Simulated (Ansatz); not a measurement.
Gas-phase electronic energies from Ansatz, PBE0-D4/def2-TZVP geometries. CCSD(T)/CBS is the MP2 limit (def2-TZVPP, def2-QZVPP) plus CCSD(T) − MP2 in def2-TZVPP, frozen cores. This one scheme is used for every species. DFT in def2-TZVPP. B3LYP here is the variant with VWN-RPA as its local correlation; programs differ in this. HSE06 is defined as in plane-wave codes. Each species was taken in one conformer, which may not be the lowest.

Reaction (hydrogenolysis of the Al–O bond): `[NH2][Al]([OH])[SiH3]` + H₂ → `[NH2][AlH][SiH3]` + H₂O

```json
{"level": "revPBE-D4", "ΔE (kcal/mol)": "27.0", "difference from CCSD(T)/CBS": "-0.9"}
{"level": "BLYP-D4", "ΔE (kcal/mol)": "29.0", "difference from CCSD(T)/CBS": "1.1"}
{"level": "r2SCAN-D4", "ΔE (kcal/mol)": "29.5", "difference from CCSD(T)/CBS": "1.6"}
{"level": "B3LYP-D4", "ΔE (kcal/mol)": "28.4", "difference from CCSD(T)/CBS": "0.5"}
{"level": "r2SCANh-D4", "ΔE (kcal/mol)": "29.1", "difference from CCSD(T)/CBS": "1.2"}
{"level": "BHLYP-D4", "ΔE (kcal/mol)": "28.1", "difference from CCSD(T)/CBS": "0.2"}
{"level": "B2PLYP", "ΔE (kcal/mol)": "28.5", "difference from CCSD(T)/CBS": "0.6"}
{"level": "revPBE", "ΔE (kcal/mol)": "25.7", "difference from CCSD(T)/CBS": "-2.2"}
{"level": "HSE06", "ΔE (kcal/mol)": "25.7", "difference from CCSD(T)/CBS": "-2.2"}
{"level": "CCSD(T)/def2-SVP", "ΔE (kcal/mol)": "26.0", "difference from CCSD(T)/CBS": "-1.9"}
{"level": "HF/def2-TZVPP", "ΔE (kcal/mol)": "25.5", "difference from CCSD(T)/CBS": "-2.4"}
{"level": "MP2/def2-TZVPP", "ΔE (kcal/mol)": "29.7", "difference from CCSD(T)/CBS": "1.8"}
{"level": "CCSD/def2-TZVPP", "ΔE (kcal/mol)": "27.2", "difference from CCSD(T)/CBS": "-0.7"}
{"level": "MP2/def2-QZVPP", "ΔE (kcal/mol)": "29.8", "difference from CCSD(T)/CBS": "1.9"}
{"level": "SCS-MP2/def2-QZVPP", "ΔE (kcal/mol)": "29.0", "difference from CCSD(T)/CBS": "1.1"}
{"level": "CCSD/CBS(def2)", "ΔE (kcal/mol)": "27.3", "difference from CCSD(T)/CBS": "-0.6"}
{"level": "CCSD(T)/CBS", "ΔE (kcal/mol)": "27.9", "difference from CCSD(T)/CBS": "0"}
```

Largest T1 diagnostic among the species: 0.013.

From r2SCAN to r2SCAN0 (25 % exact exchange), in def2-TZVPP and without D4, ΔE moves by −1.0 kcal/mol. At CCSD(T), def2-SVP lies −1.9 kcal/mol from the extrapolated value and def2-TZVPP −0.1 kcal/mol. The D4 term adds +1.0 kcal/mol with B3LYP and +0.5 kcal/mol with PBE0; it sums over pairs of atoms, weighted by their polarisabilities, and B3LYP, whose exchange is more repulsive, gets the larger term.
